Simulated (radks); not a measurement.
The numbers below are computed, except where a source is named.
Task: The antimony ion Sb3+, [Kr] 4d10 5s2. Level of theory: non-relativistic Kohn-Sham, exchange-only PBE, spin-polarised, spherical densities, point nucleus (a radial shooting solver on a logarithmic mesh with Libxc functionals). Every spin shell is full or empty, so the densities are truly spherical. Functionals are evaluated on that one density, not self-consistently. Rank these exchange functionals by their error against the exact value of the orbitals, and give that value: LDA, B88, PBE, revPBE, WC, APBE, TPSS, MS2.

Result: Exact: -162.906 hartree. From best to worst, with 100 (|E| - |E exact|)/|E exact| (equal figures are ties): B88 +0.03, revPBE -0.28, TPSS -0.29, APBE +0.31, PBE -0.42, MS2 -0.59, WC -0.85, LDA -4.83.
